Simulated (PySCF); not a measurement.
**UHF on Ge²⁺ (germanium, charge +2)**

Configuration: [Ar] 3d10 4s2, closed-shell 1S. All numbers are calculated (PySCF 2.14, the spin-free X2C one-electron Hamiltonian (Gaussian nucleus), in x2c-QZVPPall with one added diffuse shell each of s, p, d, f type (12s9p6d5f1g, 113 functions)).

| Property | Result |
| --- | --- |
| Total energy | -2096.283999 hartree |
| One-electron energy | -2899.8206 hartree |
| Hartree (Coulomb) energy | 881.6432 hartree |
| Exchange energy | -78.1066 hartree |
| ⟨S²⟩ | 0.0000 |
| ⟨L²⟩ | 0.000 |
| Sum of ⟨r⟩ | 17.94 bohr |
| Sum of ⟨r²⟩ | 19.82 bohr² |
| Langevin diamagnetic susceptibility | -15.7 ×10⁻⁶ cm³/mol |

```json
{"shell": "1s", "electrons": "2", "mean orbital energy (hartree)": "-411.58706", "rms radius, mean of both spins (bohr)": "0.0542"}
{"shell": "2s", "electrons": "2", "mean orbital energy (hartree)": "-54.17215", "rms radius, mean of both spins (bohr)": "0.227"}
{"shell": "2p", "electrons": "6", "mean orbital energy (hartree)": "-47.26213", "rms radius, mean of both spins (bohr)": "0.203"}
{"shell": "3s", "electrons": "2", "mean orbital energy (hartree)": "-8.14100", "rms radius, mean of both spins (bohr)": "0.667"}
{"shell": "3p", "electrons": "6", "mean orbital energy (hartree)": "-5.94177", "rms radius, mean of both spins (bohr)": "0.701"}
{"shell": "3d", "electrons": "10", "mean orbital energy (hartree)": "-2.33384", "rms radius, mean of both spins (bohr)": "0.809"}
{"shell": "4s", "electrons": "2", "mean orbital energy (hartree)": "-1.19255", "rms radius, mean of both spins (bohr)": "2.13"}
```

Densities and radii are taken from the X2C orbitals without a picture-change correction, which distorts them close to the nucleus.
